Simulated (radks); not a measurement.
The numbers below are computed, except where a source is named.
Question: All-electron atom: the platinum ion Pt56+ in [Ar] 3d4. Level of theory: scalar-relativistic Kohn-Sham, BLYP, spin-polarised, spherical densities, finite nucleus; open shells are filled with parallel spins first (spin-orbit coupling, left out, can overturn this in heavy ions); Fermi nuclear charge, rms radius 5.427 fm (a radial shooting solver on a logarithmic mesh with Libxc functionals). Some entries of the table are withheld. Estimate them.

orbital,occ.,eigenvalue (Ry),<1/r> (bohr^-1),<r> (bohr)
1s up,1,-6043.260,93.92,0.01715
1s down,1,-6043.239,93.92,0.01715
2s up,1,-1287.278,22.13,0.07199
2s down,1,-1285.678,22.15,0.07193
2p up,3,-1153.610,19.76,(1)
2p down,3,-1152.322,19.78,(2)
3s up,1,(3),8.652,0.1783
3s down,1,(4),8.627,0.1786
3p up,3,-444.4985,7.963,0.1771
3p down,3,-442.6445,7.939,0.1774
3d up,4,-407.6927,7.507,0.1577
3d down,0,-405.3509,7.492,0.1581

Answer: 
(1) 2p up <r> (bohr): 0.06480
(2) 2p down <r> (bohr): 0.06473
(3) 3s up eigenvalue (Ry): -483.7749
(4) 3s down eigenvalue (Ry): -481.9360
